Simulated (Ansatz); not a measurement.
A run for Ansatz (a first-principles code): R-RI-MP2/cc-pV(Q+d)Z on H2O (SMILES O). The basis file is the Basis Set Exchange's JSON of that set.

Ansatz 0.2 input:
```yaml
crystal:
  periodic: [false, false, false]
  atoms:
    - {symbol: O, position_ang: [0.00000000, -0.00000000, 0.40073248]}
    - {symbol: H, position_ang: [-0.00000000, 0.75701187, -0.20041624]}
    - {symbol: H, position_ang: [-0.00000000, -0.75701187, -0.20041624]}
basis:
  gaussian:
    orbitals: cc-pV_Q+d_Z.json
    fitting: {mean_field: def2-universal-JKFIT, correlation: cc-pVQZ-RIFIT.json}
magnetization: {spin_polarized: false}
correlation: {method: mp2, electrons: outside_noble_gas}
scf: {lower_state_search: off}
```

Output:

```
WARN ansatz: RAYON_NUM_THREADS=4 ignored (pool sized by the plan → 4); use --threads N
Functional definition: HF
these checks for a lower state are left out or cut short: stability, starts, cluster_reference, orbital_swaps, neighbouring_geometries, increment
integrals: 0.02 GiB planned
113 factors; integrals over basis functions are off by at most 2.4e0 eV
242 factors; integrals over basis functions are off by at most 6.0e-1 eV
mean field: 0.09 GiB planned
mean field evaluation 1: about -2068.0019 eV, gradient 3.3e1 eV
mean field evaluation 2: about -2069.1356 eV, gradient 2.2e1 eV
mean field evaluation 4: about -2069.8030 eV, gradient 3.5e-1 eV
mean field evaluation 8: about -2069.8035 eV, gradient 9.7e-7 eV
mean field -2069.80354241 eV, -76.0638772205 hartree, gradient 9.7e-7 eV, S^2 0.000000; 0 other end points of the search recorded, 0 dependent functions left out
1 core orbitals not correlated
reference -2069.80354241 eV, -76.0638772205 hartree; 4, 4 occupied and 110, 110 virtual orbitals, 242 factors
second order -7.71504532 eV of doubles, -0.00000000 eV of singles
Total energy: -2077.51858773 eV, -76.3473999065 hartree
Checks for a lower state left out: stability, starts, cluster_reference, orbital_swaps, neighbouring_geometries, increment
```

The calculation finished and met its thresholds.

Cost: around 0.3 core-seconds (rough).
